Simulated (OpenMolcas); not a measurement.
**Cr4+, Mo4+, W4+: d2 down the group**

```
Program             : OpenMolcas
Method              : CASSCF
Basis               : ANO-RCC-VQZP
Scalar Hamiltonian  : DKH2, point nucleus
Spin-orbit coupling : RASSI with atomic mean-field integrals over the reference wave functions, term energies averaged over their components
```

Active space for each ion: 2 electrons in 10 orbitals (d d).

Computed levels in cm-1 above 3F2:

```
                               Level   Cr4+   Mo4+    W4+
                                 3F3    505   1466   6121
                                 3F4   1152   3184  11628
                                 1D2  16103  12685  15983
                                 3P0  18918  13787  14868
                                 3P1  19093  14367  18151
                                 3P2  19478  15860  24909
                                 1G4  24697  19163  24602
                                 1S0  59084  44628  49283
weight of 3F in the lowest level (%)    100     99     92
```

Mixed levels, with the weight of the term that names them: W4+ 1D2 (54 %), W4+ 3P2 (60 %).

Measured, with the error of the calculation in %. Measured levels: Cr4+ from Sugar and Corliss, J. Phys. Chem. Ref. Data 6, 317 (1977); Mo4+ from Sugar and Musgrove, J. Phys. Chem. Ref. Data 17, 155 (1988); W4+ from the list in J. Phys. B 45, 065001 (2012).

```csv
Level,Cr4+,Mo4+,W4+
3F3,508 (-0.7),1578 (-7.1),
3F4,1142 (+0.9),3357 (-5.2),11519 (+0.9)
1D2,13188 (+22.1),10190 (+24.5),
3P0,15492 (+22.1),11161 (+23.5),12839 (+15.8)
3P1,15677 (+21.8),11807 (+21.7),16331 (+11.1)
3P2,16041 (+21.4),13408 (+18.3),22615 (+10.1)
1G4,22019 (+12.2),16354 (+17.2),22346 (+10.1)
1S0,51146 (+15.5),37738 (+18.3),43110 (+14.3)
```

The fine-structure level 3F4 changes by a factor of 10.1 from Cr4+ to W4+.

Without spin-orbit coupling 1D lies 15486, 11258, 10546 cm-1 above 3F in that order; the difference to the level 1D2, of either sign, comes from spin-orbit coupling, which also lowers the zero.

Without dynamic correlation excited terms often stand tens of per cent too high (terms of higher spin than the ground term too low), and those without a measured partner can miss by more than the paired ones. Active for correlation alone: 4d; no level in the range computed is led by a configuration that fills it, so any true level of that kind is missing (holds for Cr4+). Active for correlation alone: 5d; no level in the range computed is led by a configuration that fills it, so any true level of that kind is missing (holds for Mo4+). Active for correlation alone: 6d; no level in the range computed is led by a configuration that fills it, so any true level of that kind is missing (holds for W4+). Computed and measured levels are paired by configuration, term and J; levels that our copy of the source lacks, or whose pairing is in doubt (as where it misses far off the trend of its configuration), stay unpaired and out of the deviations. Levels of configurations outside the active space are missing.
